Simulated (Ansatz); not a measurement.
## Scan of the N1–Ga2 bond length

GaNH2F (SMILES [NH-][GaH][F]) (charge -1), closed shell, at its PBE0-D4/def2-TZVPD minimum:

N1  (-0.921, -1.103, 0.068)
Ga2  (0.398, 0.075, 0.139)
F3  (0.400, 1.776, -0.571)
H4  (-1.714, -0.702, -0.438)
H5  (1.837, -0.045, 0.803)
(Å)

The bond length N1–Ga2 (1.770 Å at the minimum) is set to the values below, with the rest relaxed at PBE0-D4/def2-TZVPD at each step. Each method's energies count from its own value at the PBE0-D4 minimum structure. Program: Ansatz 0.2.0. Basis: def2-TZVPPD. Cores are frozen in the correlated methods. Filled d shells of the heavier atoms are correlated. The def2 sets are not built for correlating such inner shells, so the correlated values are less sure here. B3LYP uses VWN-RPA correlation.

CCSD(T) energies along the scan:
```
bond length (Å)  CCSD(T) (eV)
          1.593         0.615
          1.628         0.383
          1.680         0.153
          1.741         0.021
          1.809         0.006
          1.881         0.101
          1.958         0.288
          2.039         0.545
          2.124         0.853
```
They count from the CCSD(T) energy at the PBE0-D4 minimum.

Minimum and curvature along this coordinate at CCSD(T): A fifth-order fit through the nearest points gives 1.782 Å, with a curvature of about 25 eV/Å².

Largest difference from the CCSD(T) curve over the scan: PBE-D4 0.078; PBE0-D4 0.098; B3LYP-D4 0.025; wB97M-V 0.141 eV. Each curve counts from its own value at the minimum.

The T1 diagnostic stays at or below 0.026. The restricted Hartree–Fock reference is unstable towards an unrestricted one at one or more of these structures.

For scale, one of the runs: CCSD(T)/def2-TZVPPD, 165 basis functions, launched by `ansatz run in.yaml --threads 2 --pin off --events-out ev --progress --plain --max-ram 4352MiB`. The run took 47 s on 2 CPU threads (shared host), with 1.4 GiB of host memory at its peak.
